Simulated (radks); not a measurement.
Spherical quantum dot in the effective-mass picture: electrons in a hard-walled sphere of radius 7.44, with a point charge +2 (a donor) at the centre, all in effective atomic units (hartree* = m*/eps^2 hartree, bohr* = eps/m* bohr), one dielectric constant everywhere. Method: non-relativistic Kohn-Sham, LDA (Slater exchange, Perdew-Wang correlation), spin-polarised, spherical densities; computed with a radial shooting solver with Libxc functionals. Levels are named by radial order and angular momentum (1s, 1p, 1d, 2s, ...), and open shells are averaged over m.

N = 26, configuration 1s2 1p6 1d10 2s2 1f(up 6, down 0). This is the lowest configuration that the search found. Occupied and some empty levels:

level,occupation,eigenvalue (hartree*),<r> (bohr*)
1s up,1,3.7872,1.038
1s down,1,3.7874,1.019
2s up,1,3.9358,5.478
2s down,1,3.9652,5.474
1p up,3,3.9680,5.575
1p down,3,3.9979,5.556
1d up,5,4.0373,5.661
1d down,5,4.0679,5.649
1f up,6,4.1364,5.742
1f down,0,4.1675,5.735
1g up,0,4.2634,5.818
1g down,0,4.2949,5.814
2p up,0,4.4778,3.724
2p down,0,4.4887,3.695
2d up,0,4.6644,4.255
2d down,0,4.6793,4.235

Energy (hartree*): total 48.4505, kinetic 12.264, external -15.340, Hartree 58.342, exchange-correlation -6.8155.

Electron density:

r (bohr*),n(r) (e/bohr*^3)
0.405,0.7409
0.774,0.2031
1.14,0.06174
1.51,0.02032
1.88,0.007384
2.25,0.003351
2.62,0.002425
2.99,0.002866
3.36,0.004235
3.73,0.006537
4.10,0.009893
4.47,0.01432
4.84,0.01952
5.21,0.02458
5.58,0.02781
5.95,0.02718
6.32,0.02149
6.69,0.01215
7.06,0.003469
7.43,7.462e-06
